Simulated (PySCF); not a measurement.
Computed properties of B(OH)2(OSiH3) (BH5O3Si), SMILES OB(O)O[SiH3]

B(OH)2(OSiH3) (BH5O3Si), SMILES OB(O)O[SiH3]. Geometry optimised at B3LYP-D3(BJ)/def2-SVP. Other conformers were not sampled. All values are computed for the isolated molecule unless a solvent is named; none is compared with measurement here.

**Structure.** The optimised structure has Cs symmetry. All 24 harmonic modes at B3LYP-D3(BJ)/def2-SVP (PySCF) are real, so it is a minimum. With heavy atoms numbered as in [B:1]([OH:2])([OH:4])[O:6][SiH3:7], the shortest bond between them is B1–O6 at 1.362 Å and the longest O6–Si7 at 1.672 Å.

**Vibrations.** The strongest infrared lines (harmonic, unscaled, degenerate partners summed) lie at 1477 cm⁻¹ (696 km/mol, B 69 %, O 23 %), 1418 cm⁻¹ (394 km/mol, B 72 %, O 26 %), 971 cm⁻¹ (264 km/mol, H 62 %, O 33 %). The softest mode is at 77 cm⁻¹ and the zero-point energy is 40.2 kcal/mol.

**Electronic structure.** CAM-B3LYP/def2-TZVP (PySCF) places the frontier levels at -10.26 and 0.70 eV, a gap of 10.96 eV, and gives a dipole moment of 2.96 D and a mean polarisability of 48.5 bohr³. PBE/def2-TZVP (PySCF) at the same geometry gives -7.33 and -0.92 eV, so its gap is 4.55 eV narrower. An orbital gap is neither the optical nor the fundamental gap.

**Excitations.** TDA-M06-2X/def2-SVPD (PySCF) has S1 at 7.69 eV (161 nm, f = 0.009, weak); the most intense of the 10 singlets computed lies at 9.14 eV (f = 0.09). T1 (TDA) is at 7.46 eV, 0.23 eV under S1. TDA-PBE/def2-SVPD (PySCF) puts S1 at 6.17 eV. No vertical singlet excitation falls in the visible range (under 3.1 eV).

**NMR.** GIAO shifts at PBE0/pcSseg-1 (PySCF) (non-relativistic, atoms alike by connectivity averaged): ¹H from 2.7 to 5.2 ppm against TMS; ²⁹Si at -34.6 ppm against TMS; ¹¹B at 5.7 ppm against BF3.
